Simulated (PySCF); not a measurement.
## Ce(NO2)4: from a saddle point downhill

PySCF 2.14.0, RKS PBE, Ce lcecp-2-SVP with ECP46, O def2-SVP, N def2-SVP; non-relativistic Hamiltonian with scalar-relativistic core potentials where named; density fitting; no spin-orbit coupling. Relaxed within the symmetry of its start, the geometry (D2d) is

```xyz
13

Ce    0.0000    0.0000    0.0000
O     1.4132    0.4327    1.9185
O     1.4132    1.9185    0.4327
N     1.9513    1.5147    1.5147
O    -1.4132   -0.4327    1.9185
O    -1.4132   -1.9185    0.4327
N    -1.9513   -1.5147    1.5147
O     1.4132   -1.9185   -0.4327
O     1.4132   -0.4327   -1.9185
N     1.9513   -1.5147   -1.5147
O    -1.4132    1.9185   -0.4327
O    -1.4132    0.4327   -1.9185
N    -1.9513    1.5147   -1.5147
```

and its lowest harmonic modes are -134, -123, -123, -99, -85, -83 cm⁻¹ (negative: unstable). It was moved along the lowest mode and relaxed again, within the group S4 that the move left.

Where does it end, and how much lower?

In S4, 0.529 eV lower, after 25 steps:
```xyz
13

Ce    0.0001    0.0000    0.0000
O     1.7881    0.6203    1.3885
O     0.4937    2.2195    0.9560
N     1.5800    1.8840    1.5061
O    -0.4938   -0.9559    2.2195
O    -1.7880   -1.3885    0.6200
N    -1.5801   -1.5060    1.8838
O     0.4937   -2.2195   -0.9560
O     1.7881   -0.6203   -1.3885
N     1.5800   -1.8840   -1.5061
O    -1.7880    1.3885   -0.6200
O    -0.4938    0.9559   -2.2195
N    -1.5801    1.5060   -1.8838
```

How do the contacts change?


| contact | saddle (Å) | end (Å) |
| --- | --- | --- |
| Ce1–O2 (NO2) | 2.422 | 2.347 |
| Ce1–O5 (NO2) | 2.422 | 2.467 |
| Ce1–O8 (NO2) | 2.422 | 2.467 |
| Ce1–O11 (NO2) | 2.422 | 2.347 |
| Ce1–O6 (NO2) | 2.422 | 2.347 |
| Ce1–O9 (NO2) | 2.422 | 2.347 |


Is the end a minimum?

Probably not: 3 of the modes stay unstable (below −25 cm⁻¹), though so soft as to be near the noise; lowest modes -55, -55, -47, 37, 69, 103 cm⁻¹.

State: singlet in the valence, with the 4f electrons in the core potential.
